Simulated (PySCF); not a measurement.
**UHF on Zn²⁺ (zinc, charge +2)**

Configuration: [Ar] 3d9 4s1, high-spin 3D determinant (an excited configuration). Calculation: PySCF 2.14, in x2c-QZVPPall (11s7p6d4f2g, 108 functions); the spin-free X2C one-electron Hamiltonian (Gaussian nucleus).

```
Total energy                                                  : -1793.115165 hartree
One-electron energy                                           : -2473.6423 hartree
Hartree (Coulomb) energy                                      : 750.4104 hartree
Exchange energy                                               : -69.8833 hartree
⟨S²⟩                                                          : 2.0007
⟨L²⟩                                                          : 6.013
Sum of ⟨r⟩                                                    : 16.90 bohr
Sum of ⟨r²⟩                                                   : 18.12 bohr²
Traceless quadrupole moment −½Σ⟨3z² − r²⟩ along its main axis : -0.180 e·bohr²
Langevin diamagnetic susceptibility                           : -14.4 ×10⁻⁶ cm³/mol
```

```json
{"shell": "1s α", "electrons": "1", "mean orbital energy (hartree)": "-358.66165", "spread (hartree)": "0", "rms radius, mean of both spins (bohr)": "0.0580"}
{"shell": "1s β", "electrons": "1", "mean orbital energy (hartree)": "-358.65541", "spread (hartree)": "0", "rms radius, mean of both spins (bohr)": "0.0580"}
{"shell": "2s α", "electrons": "1", "mean orbital energy (hartree)": "-46.46722", "spread (hartree)": "0", "rms radius, mean of both spins (bohr)": "0.244"}
{"shell": "2s β", "electrons": "1", "mean orbital energy (hartree)": "-46.41455", "spread (hartree)": "0", "rms radius, mean of both spins (bohr)": "0.244"}
{"shell": "2p α", "electrons": "3", "mean orbital energy (hartree)": "-40.26807", "spread (hartree)": "0.04958", "rms radius, mean of both spins (bohr)": "0.219"}
{"shell": "2p β", "electrons": "3", "mean orbital energy (hartree)": "-40.22161", "spread (hartree)": "0.00278", "rms radius, mean of both spins (bohr)": "0.219"}
{"shell": "3s α", "electrons": "1", "mean orbital energy (hartree)": "-6.93499", "spread (hartree)": "0", "rms radius, mean of both spins (bohr)": "0.726"}
{"shell": "3s β", "electrons": "1", "mean orbital energy (hartree)": "-6.80338", "spread (hartree)": "0", "rms radius, mean of both spins (bohr)": "0.726"}
{"shell": "3p α", "electrons": "3", "mean orbital energy (hartree)": "-5.00271", "spread (hartree)": "0.09585", "rms radius, mean of both spins (bohr)": "0.767"}
{"shell": "3p β", "electrons": "3", "mean orbital energy (hartree)": "-4.86191", "spread (hartree)": "0.06706", "rms radius, mean of both spins (bohr)": "0.767"}
{"shell": "3d α", "electrons": "5", "mean orbital energy (hartree)": "-1.86647", "spread (hartree)": "0.11581", "rms radius, mean of both spins (bohr)": "0.922"}
{"shell": "3d β", "electrons": "4", "mean orbital energy (hartree)": "-1.79681", "spread (hartree)": "0.08925", "rms radius, mean of both spins (bohr)": "0.922"}
{"shell": "4s α", "electrons": "1", "mean orbital energy (hartree)": "-1.06837", "spread (hartree)": "0", "rms radius, mean of both spins (bohr)": "2.34"}
```

Densities and radii are taken from the X2C orbitals without a picture-change correction, which distorts them close to the nucleus.

Spin-orbit constants ζ (cm⁻¹) from the X2C one-electron operator on these orbitals: bare nucleus, nucleus screened by l(l+1)(2l+1)/3 electrons, and screened by the Breit-Pauli mean field of the electrons.

```
shell    bare  screened nucleus  mean field
   2p  133600            124700         n/a
   3p   17180             16030         n/a
   3d    1812              1208         n/a
```

To first order the Landé constant is A = -604.0 cm⁻¹, so the lowest level has J = 3 and lies 0.150 eV below the centre of the term. This holds in LS coupling only.
